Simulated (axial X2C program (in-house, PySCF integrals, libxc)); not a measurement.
## Nuclear properties of GaSb

Calculated with an axial X2C code built on PySCF integrals: two-component X2C with atomic mean-field Coulomb and Gaunt terms, Gaussian nuclei, basis Sb dyall-cv3z, Ga dyall-cv3z with contracted cores.

R = 2.752 Å (near the PBE0 minimum at charge 0 of the determinant lowest at the starting distance; the state shown can have its own minimum elsewhere).

Input and command:
```json
{"zs": [51, 31], "q": 0, "bas": ["dyall-cv3z", "dyall-cv3z"], "r0": 2.64, "levels": ["PBE0", "HF", "PBE50", "LDA", "PBE"], "nst": 3}
```
```bash
python soeom.py task.json out
```

Keys: zs atomic numbers; q charge; bas basis sets; r0 starting distance in Å; levels methods; nst determinants followed.

Determinant lowest in the PBE0 search, Ω = 1 (⟨Sz⟩ = 0.93, ⟨Lz⟩ = 0.07 at PBE0), spin on the atoms Sb 0.89, Ga 0.03:

```
level  Eeff magnitude (GV/cm)  Ws magnitude Sb (kHz)  Ws magnitude Ga (kHz)  A∥/gI Sb (MHz)  qzz Sb (a.u.)  A∥/gI Ga (MHz)  qzz Ga (a.u.)  μ (D)
 PBE0                   0.868                  0.315                  0.202            -621          -5.63           -42.3          -2.78   1.49
   HF                    2.08                 0.0755                   0.91            -583          -4.99           -47.4          -2.74   1.76
PBE50                    1.06                  0.337                  0.272            -608          -5.47           -29.7          -2.83   1.64
  LDA                    1.27                  0.439                  0.276            -318          -5.07            -111          -2.55   1.39
  PBE                   0.776                  0.288                  0.176            -576          -5.70           -64.3          -2.68   1.29
```

Determinant 0.44 eV from it at PBE0 and this distance, Ω = 0 (closed shell), highest spinor 54% Sb p, 33% Ga p, 9% Ga s:

```json
{"level": "PBE0", "qzz Sb (a.u.)": "-6.21", "qzz Ga (a.u.)": "-2.76", "μ (D)": "1.19"}
{"level": "HF", "qzz Sb (a.u.)": "-6.18", "qzz Ga (a.u.)": "-2.87", "μ (D)": "1.46"}
{"level": "PBE50", "qzz Sb (a.u.)": "-6.11", "qzz Ga (a.u.)": "-2.83", "μ (D)": "1.33"}
{"level": "LDA", "qzz Sb (a.u.)": "-6.51", "qzz Ga (a.u.)": "-2.73", "μ (D)": "1.04"}
{"level": "PBE", "qzz Sb (a.u.)": "-6.35", "qzz Ga (a.u.)": "-2.68", "μ (D)": "1.00"}
```

Eeff is the effective electric field on the electron electric dipole moment in this Ω state and Ws the scalar–pseudoscalar constant of the nucleus named (defined with the proton number Z and per Ω); A∥ (defined per Ω) follows by multiplying with gI = μI/(I μN); qzz is the electric field gradient, eQq0 = 234.96 MHz × Q/barn × qzz; μ is positive if the Ga end (last atom) is positive. The operators were transformed with the bare-nucleus X2C matrices; with these basis sets, hyperfine constants and field gradients can be off by tens of per cent, and where levels differ in sign neither size nor sign is settled.

Question: With gI(121Sb) = 1.3454, Q(121Sb) = -0.543 barn, Q(69Ga) = 0.171 barn (g factors from the IAEA table of nuclear moments by Stone; Q from Pyykkö, Mol. Phys. 2018), turn the PBE0 values of the first state into constants in MHz.

Answer: A∥(121Sb) = -621 × 1.3454 = -835 MHz; eQq0(121Sb) = 234.96 × (-0.543) × (-5.63) = 718 MHz; eQq0(69Ga) = 234.96 × (0.171) × (-2.78) = -112 MHz.

Each state is one determinant with collinear spin, which with several unpaired electrons need not be a pure state. Unrestricted Hartree–Fock can overshoot spin polarisation at the nuclei. A closed determinant beside an open π² or δ² triplet, such as (π1/2)², mixes with its partner pair into the 0⁺ component of the triplet and ¹Σ⁺, so its energy is not that of a level, and 0⁺ can lie lowest. With several open shells hyperfine constants can be off by a factor of several. Where Eeff spreads by more than a factor of two the levels disagree and none is to be relied on. Open-shell Ω = 0 determinants with evenly filled partner blocks cannot be reached by this program, so the Ω shown need not be the lowest component. States lie within half an eV, so the first need not be the ground state. Further determinants of the search, some of them spin-mixed, are not shown. Where a field gradient or hyperfine factor spreads by more than a factor of two over the levels, a constant derived from it is not to be relied on. PBE0 term energies can be off by some tenths of an eV.
